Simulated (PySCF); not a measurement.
# Spectroscopy problems

PySCF 2.14.0 with density-fitted response routines calculation with geometry from GFN2-xTB and GIAO PBE0/pcSseg-1 shieldings; no solvent, one conformer, non-relativistic, equivalent nuclei averaged.

Chemical shifts δ = σref − σ; ¹H (σref 31.72), ¹³C (σref 186.93) against TMS, all at this level. Splittings of carbon signals by F and P are missing where no couplings were computed. Where no couplings were computed, multiplicities follow the n + 1 count of equivalent neighbours, and m marks all less simple cases (inequivalent or close neighbours, rings, F or P nearby). Shifts are as computed. Against solution values, carbons near 30 ppm lie about +3 ppm off and those near 130 ppm about +5 ppm; carbons on Cl a further +6 ppm. Of 1211 compounds with measured shifts, 218 miss one by over three times the rms of a fit or turn the order of signals round; such compounds aren't used in these exercises. Carbons bonded to Cl come out too deshielded.

**Question.** C$_{4}$H$_{11}$ClO$_{2}$Si$_{2}$. ¹H NMR (400 MHz, computed): δ 6.15 (s, 1H), 5.16 (s, 3H), 5.13 (s, 3H), 4.57 (q, 1H), 1.69 (d, 3H). ¹³C{¹H} NMR (computed): δ 142.9 (C), 134.5 (CH), 61.2 (CH), 22.8 (CH3). What is it?

**Answer.** `[SiH3]O/C([C@H](C)Cl)=C\O[SiH3]`. The formula gives 1 degree of unsaturation (no ring in the answer). 4 carbon signals for 4 carbons: no two carbons are equivalent. Carbon types of the structure: 1 × C, 2 × CH, 1 × CH3, leaving 6 H on heteroatoms. δC 142.9, 134.5: alkene carbon bearing oxygen. δC 61.2: allylic sp3 CH bonded to Cl; pulled downfield by the heteroatom. δC 22.8: methyl carbon; aliphatic region, no heteroatom directly attached. δH 6.15: hydrogen on an alkene carbon bearing oxygen; attached to an sp2 carbon and in the plane of the double bond.

The shifts were computed for this structure.

**Question.** C$_{6}$H$_{2}$N$_{2}$P$_{2}$. ¹H NMR (500 MHz, computed): δ 11.19 (m, 1H), 9.84 (m, 1H). ¹³C{¹H} NMR (computed): δ 197.3 (CH), 167.4 (CH), 147.6 (C), 127.4 (C), 123.5 (C), 122.6 (C). Identify the compound.

**Answer.** SMILES c1(C#N)cpcpc1C#N. 6 carbon signals for 6 carbons: no two carbons are equivalent. Carbon types of the structure: 4 × C, 2 × CH, which accounts for all hydrogens. δC 197.3, 167.4: aromatic CH. δC 147.6, 127.4: substituted aromatic carbon. δC 123.5, 122.6: nitrile carbon; typical of a nitrile. δH 11.19, 9.84: hydrogen on an aromatic CH; ring-current deshielding.

The data come from this structure; uniqueness wasn't tested.
